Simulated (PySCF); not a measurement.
**Spin states of NaCa⁺**

Unrestricted PBE0; Na x2c-SVPall, Ca x2c-SVPall; spin-free X2C with a Gaussian nucleus (PySCF 2.14). Outer shells of the fragments: Na+ closed shells only; Ca 4s2.

Followed along the bond (rough minima from three points):

```json
{"2Ms+1": "1", "unpaired": "none", "⟨S²⟩ at the start": "0.00", "R at minimum (Å)": "3.56", "Te (eV)": "0.00"}
{"2Ms+1": "3", "unpaired": "σ ↑↑", "⟨S²⟩ at the start": "2.00", "R at minimum (Å)": "none in the scan", "Te (eV)": "≤ 1.09"}
```

Solutions found at the starting distance of 3.265 Å, counted from the lowest of them; the search is not exhaustive and high or unbound solutions are not listed, so other states can lie among these:

| 2Ms+1 | unpaired | term | E (eV) | ⟨S²⟩ | ⟨Lz²⟩ | μ (D) |
| --- | --- | --- | --- | --- | --- | --- |
| 1 | none | ¹Σ⁺ | 0.00 | 0.00 | 0.00 | -1.29 |
| 3 | σ ↑↑ | ³Σ⁺ | 1.32 | 2.00 | 0.00 | -2.25 |
| 3 | σ ↑, π ↑ | ³Π | 1.75 | 2.00 | 1.00 | 0.28 |
| 1 | σ ↑, π ↓ | mixed | 2.24 | 1.00 | 1.01 | 0.08 |
| 3 | σ ↑, δ ↑ | ³Δ | 2.37 | 2.00 | 4.00 | -2.07 |
| 1 | σ ↑, δ ↓ | mixed | 2.50 | 1.00 | 4.00 | -1.49 |

A term symbol is given only where ⟨S²⟩ and ⟨Lz²⟩ are close to those of a pure state; real π, δ and φ orbitals otherwise mix terms. A positive dipole points towards Ca; it is taken about the centre of mass and depends on that origin.

Counting both spins, an empty level lies below a filled one in some of these solutions, because spin and occupation are held.
